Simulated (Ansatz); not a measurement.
`C[S][Ge][SH]` and `C[O][Ge][S]C` differ in one atom or group.

Ansatz, PBE0-D4/def2-TZVP geometries, multiplicity 1. Each molecule was computed in one conformer, which needn't be the lowest.

Scalar relativity is left out up to krypton.

| property | `C[S][Ge][SH]` |
| --- | --- |
| size of the dipole moment (B3LYP/def2-TZVPP) / D | 2.22 |
| LUMO energy (B3LYP/def2-TZVPP) / eV | -2.32 |
| LUMO energy (ωB97M-V/def2-TZVPP) / eV | -0.28 |
| HOMO energy (PBE0/def2-TZVPP) / eV | -7.08 |
| size of the dipole moment (ωB97M-V/def2-TZVPP) / D | 2.22 |
| HOMO energy (B3LYP/def2-TZVPP) / eV | -6.85 |

Task: What does the change do to each property? (Estimate.)

Result: Computed: 
```
                                          property  `C[O][Ge][S]C`  shift
  size of the dipole moment (B3LYP/def2-TZVPP) / D            1.74  -0.48
               LUMO energy (B3LYP/def2-TZVPP) / eV           -1.92   0.40
             LUMO energy (ωB97M-V/def2-TZVPP) / eV            0.17   0.45
                HOMO energy (PBE0/def2-TZVPP) / eV           -6.92   0.16
size of the dipole moment (ωB97M-V/def2-TZVPP) / D            1.79  -0.43
               HOMO energy (B3LYP/def2-TZVPP) / eV           -6.73   0.12
```

With PBE0 the HOMO rises by 0.16 eV and the LUMO rises by 0.42 eV, so the gap widens by about 0.26 eV. PBE moves the HOMO by 0.15 eV and ωB97M-V by 0.11 eV. Dipoles are sizes alone; their direction can turn.

B3LYP here is the variant with VWN-RPA as its local correlation; programs differ in this.
